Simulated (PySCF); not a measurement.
C3H7BFN. Atoms are numbered in the order given.

```xyz
13

C     -0.4769    -2.3925     0.0000
B      0.0519    -0.8958     0.0000
N      1.4266    -0.6207     0.0000
C     -1.0010     0.2856     0.0000
C     -0.7418     1.5917     0.0000
F      0.5119     2.0874     0.0000
H     -1.1165    -2.5711     0.8821
H     -1.1165    -2.5711    -0.8821
H      0.3228    -3.1507     0.0000
H      1.7995     0.3199     0.0000
H      2.1254    -1.3528     0.0000
H     -2.0716     0.0499     0.0000
H     -1.4777     2.4043     0.0000
```

The structure is a stationary point at ωB97X-D3(BJ)/def2-SVP. The structure was generated by enumeration; whether it is a known compound was not checked. One conformer was computed; it need not be the lowest.

The numbers are results of PBE/def2-TZVP (PySCF), not measurements.

Symmetry labels are those of the subgroup Cs that the program uses (full group Cs).

Computed valence orbital energies around the gap with their symmetry:
| orbital | symmetry | energy (eV) |
|---|---|---|
| HOMO−7 | A" | -11.13 |
| HOMO−6 | A" | -9.39 |
| HOMO−5 | A' | -9.28 |
| HOMO−4 | A' | -9.03 |
| HOMO−3 | A' | -8.42 |
| HOMO−2 | A' | -7.31 |
| HOMO−1 | A" | -7.10 |
| HOMO | A" | -6.12 |
| LUMO | A" | -1.51 |
| LUMO+1 | A' | 0.25 |
| LUMO+2 | A' | 1.14 |
| LUMO+3 | A' | 1.32 |
